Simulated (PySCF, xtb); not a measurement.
C3H5NSi2, SMILES C#CC1=N[SiH2][SiH2]1.

Geometry: ωB97X-D3(BJ)/def2-SVP. This is a generated structure with no PubChem entry under its InChIKey; it may be hypothetical.

Computed with IEF-PCM-M06-2X/def2-SVP run with PySCF 2.14.0.

The values are the electrostatic part of the solvation free energy, E(continuum) − E(gas) at the gas-phase geometry, in a cavity of scaled van der Waals radii (PySCF's table); cavitation and dispersion terms are not included. In vacuum the orbital gap is 7.43 eV. The dipole moment in vacuum is 2.00 D.

```json
[
 {"solvent": "water", "ε": "78.36", "ΔG(elec) (kcal/mol)": "-5.0", "dipole (D)": "2.76", "gap (eV)": "7.49"},
 {"solvent": "acetonitrile", "ε": "35.69", "ΔG(elec) (kcal/mol)": "-4.9", "dipole (D)": "2.74", "gap (eV)": "7.48"},
 {"solvent": "2-propanol", "ε": "19.26", "ΔG(elec) (kcal/mol)": "-4.7", "dipole (D)": "2.70", "gap (eV)": "7.48"}
]
```

For comparison, GFN2-xTB/ALPB(water) (xtb, at the GFN2-xTB geometry, all terms of that model) gives -2.2 kcal/mol.
